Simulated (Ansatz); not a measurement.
C2H4BFOS (`CC1(S)OB1F`), relaxed with RKS PBE0-D4/def2-TZVP in Ansatz 0.2.0 from a PBE-D4/def2-SVP geometry. The force threshold is 0.005 eV/Å; the program also tests the step.

The species carries charge 0 and has multiplicity 1.

Start:

```xyz
10

C    -0.706   -1.154   -0.112
C    -0.022    0.168    0.127
S    -0.821    1.125    1.394
O     0.183    0.987   -1.323
B     1.236    0.635   -0.601
F     2.553    0.775   -0.666
H    -0.523   -1.825    0.752
H    -0.312   -1.641   -1.023
H    -1.805   -1.032   -0.224
H     0.218    1.962    1.676
```

By how much does the energy fall, and how many steps does the optimiser take? (Estimate.)

Ansatz gave: 1.49 kcal/mol, in 9 steps.

Which bonds change most? (Estimate.)

Computed: C2–O4 from 1.678 to 1.583 Å; S3–H10 from 1.363 to 1.342 Å; C2–B5 from 1.527 to 1.507 Å; B5–F6 from 1.326 to 1.308 Å.

Give the relaxed structure. (Best estimate.)

Computed: 
```xyz
10

C    -0.699   -1.143   -0.116
C    -0.029    0.180    0.098
S    -0.816    1.117    1.373
O     0.167    0.963   -1.264
B     1.243    0.619   -0.581
F     2.539    0.761   -0.673
H    -0.504   -1.795    0.737
H    -0.321   -1.623   -1.018
H    -1.783   -1.025   -0.214
H     0.202    1.945    1.658
```
